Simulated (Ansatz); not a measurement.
Born–Oppenheimer molecular dynamics of C₂H₉BFN (14 atoms, charge 0, multiplicity 1). It starts from a rough guess of a transition structure, not a stationary point.

These are results of UKS B3LYP-D4/STO-3G (Ansatz 0.2.0), not measurements.

```yaml
ensemble: NVE (velocity Verlet)
time_step: 0.5 fs
steps_asked: 150
starting_velocities_drawn_for: 1000 K
seed: 644986
```

First frame:

```xyz
14
Properties=species:S:1:pos:R:3
B -0.181 0.040 0.110
N 1.496 -0.493 0.498
C -0.987 -1.097 -0.643
C -0.257 1.577 -0.262
H 0.762 -0.457 1.613
F -0.391 -0.136 1.770
H 2.214 0.202 0.391
H 1.770 -1.383 0.123
H -2.036 -0.833 -0.758
H -0.949 -2.048 -0.115
H -0.590 -1.263 -1.643
H 0.139 1.760 -1.259
H -1.287 1.929 -0.260
H 0.298 2.202 0.433
```

Question: How far do the bonds stretch over the last three quarters of this one trajectory? (Pairs bonded in most of those frames.)

Answer: 
```json
{"bond": "B1–C3", "mean (Å)": "1.623", "spread (Å)": "0.042", "shortest": "1.56", "longest": "1.71"}
{"bond": "B1–C4", "mean (Å)": "1.624", "spread (Å)": "0.079", "shortest": "1.47", "longest": "1.75"}
{"bond": "B1–F6", "mean (Å)": "1.364", "spread (Å)": "0.051", "shortest": "1.26", "longest": "1.43"}
{"bond": "N2–H5", "mean (Å)": "1.080", "spread (Å)": "0.059", "shortest": "0.98", "longest": "1.21"}
{"bond": "N2–H7", "mean (Å)": "1.067", "spread (Å)": "0.064", "shortest": "0.97", "longest": "1.17"}
{"bond": "N2–H8", "mean (Å)": "1.058", "spread (Å)": "0.019", "shortest": "1.02", "longest": "1.09"}
{"bond": "C3–H9", "mean (Å)": "1.105", "spread (Å)": "0.020", "shortest": "1.07", "longest": "1.14"}
{"bond": "C3–H10", "mean (Å)": "1.106", "spread (Å)": "0.028", "shortest": "1.06", "longest": "1.15"}
{"bond": "C3–H11", "mean (Å)": "1.103", "spread (Å)": "0.015", "shortest": "1.08", "longest": "1.13"}
{"bond": "C4–H12", "mean (Å)": "1.103", "spread (Å)": "0.018", "shortest": "1.07", "longest": "1.14"}
{"bond": "C4–H13", "mean (Å)": "1.106", "spread (Å)": "0.038", "shortest": "1.05", "longest": "1.17"}
{"bond": "C4–H14", "mean (Å)": "1.102", "spread (Å)": "0.018", "shortest": "1.07", "longest": "1.14"}
```

Pairs bonded in part of these frames only: B1–N2 31 %.

Mean temperature of the second half: 739 K. The conserved energy stayed within 0.56 meV per atom of its start (net change 0.38 meV per atom), so the integration is sound. A run of 0.075 ps of so small a system gives no equilibrium averages. The orbitals were unrestricted but ended closed-shell. Limits of this set-up: minimal basis.

Run time: 7.6 min on 1 thread of Arm Neoverse V2, with other jobs on the host, peak memory 0.13 GiB.
